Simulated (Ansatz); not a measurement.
Relaxation of Cl$_{2}$FHOZr (6 atoms, charge 0, multiplicity 1), to a largest force component of 0.02 eV/Å in at most 40 steps.

These are results of Ansatz, RHF/def2-SVP, not measurements.

```xyz
6
Properties=species:S:1:pos:R:3
Zr 0.000 0.000 0.000
Cl 0.000 0.000 2.520
Cl 2.376 0.000 -0.839
F -0.933 1.616 -0.659
O -0.975 -1.689 -0.689
H -1.430 -2.155 0.083
```

Problem. Where does it end, and by what steps?

Solution. The run converged. After 7 steps the energy has fallen by 1.117 eV; H6 moved furthest, 0.60 Å.

| step | energy less start (eV) | largest force component (eV/Å) | accepted |
| --- | --- | --- | --- |
| 0 | 0.0000 | 3.831 | yes |
| 1 | -0.7863 | 1.624 | yes |
| 2 | -0.9453 | 0.582 | yes |
| 3 | -0.9948 | 0.593 | yes |
| 4 | -1.0172 | 2.058 | yes |
| 5 | -1.1144 | 0.070 | yes |
| 6 | -1.1164 | 0.031 | yes |
| 7 | -1.1166 | 0.015 | yes |

```xyz
6
Properties=species:S:1:pos:R:3
Zr 0.007 0.011 0.129
Cl 0.134 0.274 2.489
Cl 2.186 -0.109 -0.820
F -0.905 1.502 -0.610
O -0.955 -1.558 -0.286
H -1.427 -2.349 -0.487
```

Run time: 20 s on 1 thread of Arm Neoverse V2, on a shared host, peak memory 0.2 GiB.
